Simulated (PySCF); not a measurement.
3-fluoro-4-methyl-2H-oxete (C4H5FO), SMILES C1(OCC=1F)C.

Geometry optimised at PBE-D3(BJ)/def2-SVP.

Level of theory: PySCF with PBE-D3(BJ)/def2-SVP.

Frequencies are harmonic and unscaled.

```tsv
mode	ν (cm⁻¹)	IR (km/mol)	moving atoms (share of kinetic energy)
1	146	0.3	H 95 %
2	214	13.6	C 54 %, H 40 %
3	231	1.6	C 37 %, F 34 %, H 23 %
4	306	0.6	C 51 %, O 23 %, F 18 %
5	428	11.9	C 48 %, H 20 %, F 19 %, O 13 %
6	490	2.8	C 58 %, H 29 %, O 13 %
7	673	3.3	C 42 %, F 31 %, O 16 %, H 11 %
8	729	12.6	C 51 %, F 23 %, H 16 %, O 10 %
9	897	9.1	O 41 %, H 39 %, C 19 %
10	917	39.9	C 54 %, O 35 %, H 10 %
11	952	2.7	H 60 %, C 38 %
12	1007	1.2	H 65 %, C 35 %
13	1056	0.6	H 88 %
14	1079	45.5	C 51 %, H 40 %
15	1156	8.2	C 65 %, H 34 %
16	1244	61.3	H 42 %, C 41 %, O 15 %
17	1312	58.8	H 54 %, C 41 %
18	1376	81.5	C 69 %, H 24 %
19	1384	9.9	H 97 %
20	1401	2.7	H 94 %
21	1415	5.1	H 85 %, C 14 %
22	1784	48.6	C 96 %
23	2966	16.0	H 97 %
24	2990	30.7	H 95 %
25	3039	6.2	H 91 %, C 9 %
26	3057	12.5	H 90 %, C 10 %
27	3091	3.3	H 91 %, C 9 %
```
